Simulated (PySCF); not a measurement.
Polarisability and C₆ of Ba (barium, neutral)

[Xe] 5d2, high-spin 3F determinant (an excited configuration). All numbers are calculated (PySCF 2.14, the spin-free X2C one-electron Hamiltonian (Gaussian nucleus), in ANO-RCC-VTZP (8s7p4d2f1g, 72 functions)). Coupled (time-dependent) response in atomic units; α is the mean over directions. The basis has no added diffuse functions, which lowers α and C₆.

| method | mean α (bohr³) | α xx, yy, zz | C₆ (like pair) | S(−4) |
| --- | --- | --- | --- | --- |
| BLYP | 1032 | 1255, 1255, 587.5 | 8435 | 18480000 |

S(−4) is the Cauchy moment in α(ω) = α(0) + S(−4) ω² + …

Spin-orbit coupling is absent.

α(iu) at BLYP:

```tsv
u (hartree)	α(iu) (bohr³)
0	1032
0.0500	82.62
0.100	48.97
0.200	34.26
0.300	26.52
0.500	17.11
0.750	10.99
1.00	7.650
1.50	4.311
2.00	2.767
3.00	1.433
5.00	0.6005
```

A single London oscillator, α(iu) = α/(1 + u²/ω²), gives C₆ = (3/4) ω α². Matching the computed C₆ needs ω = 4 × 8435 / (3 × 1032²) = 0.0106 hartree.

The components differ because the open shell of this determinant is not spherical; for a pure term their mean is the scalar polarisability.

Spin-orbit coupling, absent here, splits the open shell strongly.
